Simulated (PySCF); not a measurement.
# Be⁺ (beryllium, charge +1) across methods

[He] 3d1, 2D determinant (an excited configuration). Calculation: PySCF 2.14, in aug-cc-pVDZ-DK (4s3p2d, 23 functions); the spin-free X2C one-electron Hamiltonian (Gaussian nucleus).

| method | E (hartree) | mean ε 1s β (eV) | mean ε 1s α (eV) | mean ε 3d α (eV) | Σ⟨r²⟩ (bohr²) | ⟨S²⟩ |
| --- | --- | --- | --- | --- | --- | --- |
| r2SCAN | -13.8897 | -127.71 | -127.71 | -4.495 | 21.80 | 0.750 |
| PBE0 | -13.8656 | -131.03 | -131.03 | -4.968 | 21.62 | 0.750 |
| UHF | -13.82393 | -147.36 | -147.36 | -5.735 | 21.66 | 0.750 |
| B3LYP | -13.8965 | -130.32 | -130.31 | -4.927 | 21.47 | 0.750 |
| PBE | -13.8627 | -125.30 | -125.31 | -4.645 | 21.59 | 0.750 |
| BLYP | -13.8951 | -125.73 | -125.72 | -4.573 | 21.42 | 0.750 |
| wB97M-V | -13.8735 | -133.77 | -133.78 | -5.488 | 20.81 | 0.750 |
| LDA | -13.6744 | -123.51 | -123.52 | -4.325 | 21.77 | 0.750 |
| PBEsol | -13.7713 | -124.30 | -124.30 | -4.496 | 21.69 | 0.750 |

The outer electron is Rydberg-like, and this basis confines it to a smaller radius and binds it less than a complete one would.
